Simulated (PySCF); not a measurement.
**TDDFT excited states: C5H3N3S**

Species: C5H3N3S.
SMILES: `C=Cc1nc(C#N)ns1`

Theory: TDDFT PBE0/def2-SVPD, vertical, gas phase, core orbitals frozen in the response (PySCF 2.14.0, density-fitted response routines). Geometry: GFN2-xTB, one conformer, isolated molecule. Torsions of this conformer, `[CH2:1]=[CH:2][c:3]1[n:4][c:5]([C:6]#[N:7])[n:8][s:9]1`: C1–C2–C3–N4 180°.

| state | E (eV) | E (hartree) | f | \|μ\| (D) | symmetry | main configurations (H = HOMO, L = LUMO) |
| --- | --- | --- | --- | --- | --- | --- |
| S1 | 4.50 | 0.1652 | 0.113 | 2.58 | A′ | H→L (97%) |
| S2 | 4.65 | 0.1709 | 0.0004 | 0.16 | – | H-1→L (98%) |
| S3 | 5.29 | 0.1944 | 0.0018 | 0.30 | – | H-3→L (94%) |
| S4 | 5.34 | 0.1961 | 0.0092 | 0.67 | A′ | H-2→L (62%), H→L+1 (36%) |
| S5 | 5.71 | 0.2100 | 0.0004 | 0.14 | – | H→L+2 (95%) |
| S6 | 6.04 | 0.2218 | 0.770 | 5.80 | A′ | H→L+1 (59%), H-2→L (31%) |

Triplets, Tamm–Dancoff:

```tsv
state	E (eV)	λ (nm)	main configurations (H = HOMO, L = LUMO)
T1	2.85	435.1	H→L (93%)
T2	4.00	309.7	H-2→L (44%), H→L+1 (43%)
```

The lowest singlet lies at 4.50 eV (276 nm, ultraviolet) and is of moderate strength; its leading configuration is HOMO→LUMO (97%). The strongest level in the table is S6 at 6.04 eV (205 nm, f = 0.770). It is the last of those listed, so stronger ones may follow. Löwdin shares by element: HOMO carbon 29% or more, sulfur 20%, nitrogen 15% or more (atoms not listed hold the other 36%); LUMO carbon 30% or more, sulfur 19%, nitrogen 17% or more (atoms not listed hold the other 34%). The listed states span 1.54 eV, and the widest gap between neighbours is 0.64 eV (S2 to S3). Orbital energies (eV): HOMO-3 -9.72, HOMO-2 -9.23, HOMO-1 -9.10, HOMO -7.94, LUMO -2.87, LUMO+1 -1.44, LUMO+2 -0.75. Weighted by f, the mean energy of these states is 5.83 eV. Symmetry labels in Cs follow from the direction of the transition dipole and are given only for states with f of 0.002 or more. Only the lowest 6 singlets were computed, as vertical energies without vibronic structure.
